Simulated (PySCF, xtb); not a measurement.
Bi(Me)2(OH) (C2H7BiO), SMILES [CH3][Bi]([CH3])[OH]. One conformer was computed; it need not be the lowest.

Harmonic wavenumbers (cm⁻¹) from GFN2-xTB (xtb) at its own minimum, in rising order: 14, 62, 151, 158, 172, 246, 446, 517, 525, 724, 752, 759, 809, 913, 1276, 1284, 1490, 1492, 1496, 1498, 3077, 3078, 3091, 3094, 3095, 3101, 3688.

**Question.** What does PBE0-D3(BJ)/def2-SVP in PySCF give at its own minimum? (The exact figures need the calculation; the answer reports its results.)

**Answer.** 56, 83, 139, 152, 168, 205, 470, 473, 552, 682, 700, 706, 788, 882, 1177, 1190, 1418, 1422, 1426, 1434, 3062, 3062, 3183, 3184, 3194, 3194, 3871. Paired by order, the mean absolute difference is 55 cm⁻¹ and the zero-point energies are 52.9 and 52.7 kcal/mol.
